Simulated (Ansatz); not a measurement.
Species: C4H3OSe (charge 0, doublet). It need not be the lowest isomer of its formula. 
Coordinates optimised at B3LYP-D3(BJ)/def2-TZVP (Ansatz, an electronic-structure program):
```
C
O 1 1.2375
C 1 1.4405 2 123.80
H 3 1.0779 1 124.06 2 0.00
C 1 1.4781 2 124.81 3 -180.00
C 5 1.3345 1 115.71 2 -180.00
H 6 1.0782 5 128.32 1 -180.00
H 5 1.0810 6 124.28 7 0.00
Se 3 1.8377 4 122.76 1 -180.00
```
Charge 0, spin multiplicity 2.

Parts of the frozen-core correlation energy in 6-31G (Ansatz, hartree). Frozen orbitals: 19; correlated occupied orbitals by spin: 16 and 15; virtual: 45 and 46. Open shells are spin-unrestricted. No spin-orbit coupling. No relativistic terms.

```json
[
 {"term": "reference (HF)", "value": "-2627.42167"},
 {"term": "MP2 opposite-spin", "value": "-0.34851"},
 {"term": "MP2 same-spin", "value": "-0.12254"},
 {"term": "CCSD correlation", "value": "-0.53386"},
 {"term": "(T)", "value": "-0.01938"},
 {"term": "T1 diagnostic", "value": "0.044"},
 {"term": "largest doubles amplitude", "value": "0.081"},
 {"term": "<S^2> of the reference", "value": "1.152"}
]
```
